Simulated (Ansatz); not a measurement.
Two isomers of CH8O2Si2: A = `O[SiH2]C[SiH2]O`, B = `OC[SiH2][SiH2]O`.

Isolated molecules relaxed with PBE0-D4/def2-TZVP in Ansatz; ΔE leaves out vibrations. CBS: MP2 limit from def2 TZ/QZ plus the TZ coupled-cluster correction, frozen cores. Functionals use def2-TZVPP. B3LYP here is the variant with VWN-RPA as its local correlation; programs differ in this. Each species was taken in one conformer, which may not be the lowest.

A:

Z-matrix (Å, degrees):
```
Si
C 1 1.875
O 1 1.643 2 110.3
H 1 1.484 2 111.3 3 118.3
H 1 1.492 2 107.8 3 -122.7
Si 2 1.853 1 113.2 3 58.9
H 2 1.096 1 109.1 3 179.8
H 2 1.095 1 108.8 3 -63.2
H 3 0.965 1 113.1 2 -40.7
O 6 1.666 2 105.6 1 -43.1
H 6 1.489 2 113.0 1 -162.7
H 6 1.489 2 110.9 1 75.8
H 10 0.958 6 117.9 2 -178.4
```

B:

```xyz
13

O    -1.581   -1.843    1.401
C    -0.600   -0.839    1.204
Si   -0.780   -0.127   -0.540
Si    0.905    1.464   -0.923
O     2.417    0.788   -0.853
H    -1.487   -2.196    2.290
H    -0.704   -0.018    1.929
H     0.420   -1.235    1.317
H    -2.120    0.505   -0.702
H    -0.654   -1.225   -1.540
H     0.904    2.511    0.132
H     0.670    2.128   -2.239
H     2.610    0.087   -1.477
```

(1) Which isomer does CCSD(T)/CBS put lower? Give the gap. (Best estimate.)

(2) Give E(B) − E(A) in kJ/mol with MP2/def2-TZVPP, B3LYP-D4, CCSD/def2-TZVPP, ωB97M-V, r2SCAN-D4, PBE0-D4, CCSD(T)/def2-TZVPP. (Best estimate.)

Largest T1 diagnostic: 0.012.

## Answers

(1) Ansatz gave: A, by 242.4 kJ/mol.

(2) The calculation gave: MP2/def2-TZVPP 257.0, B3LYP-D4 232.4, CCSD/def2-TZVPP 241.0, ωB97M-V 244.2, r2SCAN-D4 237.2, PBE0-D4 224.2, CCSD(T)/def2-TZVPP 240.5. None reverses the order clearly.

The D4 term adds +5.9 kJ/mol with B3LYP and +2.9 kJ/mol with PBE0; it sums over pairs of atoms, weighted by their polarisabilities, and B3LYP, whose exchange is more repulsive, gets the larger term. From PBE to PBE0 (25 % exact exchange), in def2-TZVPP and without D4, E(B) − E(A) moves by +11.7 kJ/mol.
